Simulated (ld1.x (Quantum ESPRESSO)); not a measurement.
**Scattering properties, RRKJ potential for phosphorus (P)**

- Element: phosphorus
- Generator: ld1.x (Quantum ESPRESSO) 7.5
- Type: norm-conserving RRKJ (Kleinman–Bylander form)
- Functional: BP86
- Relativity: scalar-relativistic
- Frozen core: [Ne]
- Valence charge: 5
- Reference configuration: 3s1.75 3p3.25
- Partial waves: 3s (bound): rc 1.35 bohr; 3p (bound): rc 2.05 bohr
- Local potential: all-electron potential smoothed inside 1.15 bohr (lloc = -2)
- Core correction: a·sin(br)/r model core inside 1.15 bohr
- rho0: 0.001

The phase is arctan(r·u′/u) with u = r·R(r), unwrapped; energies in Ry, scanned from -3 to 5 Ry. A pole is an energy at which the radial function vanishes at the test radius. The pseudo phase is shifted by a multiple of π to meet the all-electron one at the reference energy, and phase errors are pseudo minus all-electron; the curves can meet again beyond the range given. Levels narrower than the energy grid can be missing from the lists of poles.

**Question.** For each channel, where are the poles, and over which energies does the pseudopotential scatter like the atom?

**Answer.**

```csv
channel,radius (bohr),reference energy (Ry),"poles, all-electron","poles, pseudo",unbroken range about the reference energy with phases within 0.05 rad,phase error 1 Ry above the reference energy (rad)
s,2.25,-1.05,0.28,0.25,below 2.2,-0.003
p,2.25,-0.42,1.30,1.27,below 3.5,-0.002
```

Phases in the s channel:

```tsv
E (Ry)	all-electron	pseudo
-3.00	1.192	1.191
-2.52	1.097	1.095
-2.04	0.896	0.893
-1.56	0.292	0.289
-1.08	-0.853	-0.853
-0.60	-1.319	-1.320
-0.12	-1.491	-1.494
0.36	-1.584	-1.589
0.84	-1.647	-1.657
1.32	-1.701	-1.717
1.80	-1.754	-1.783
2.28	-1.814	-1.874
2.76	-1.894	-2.037
3.24	-2.016	-2.478
3.72	-2.240	-3.696
4.20	-2.725	-4.344
4.68	-3.535	-4.557
```
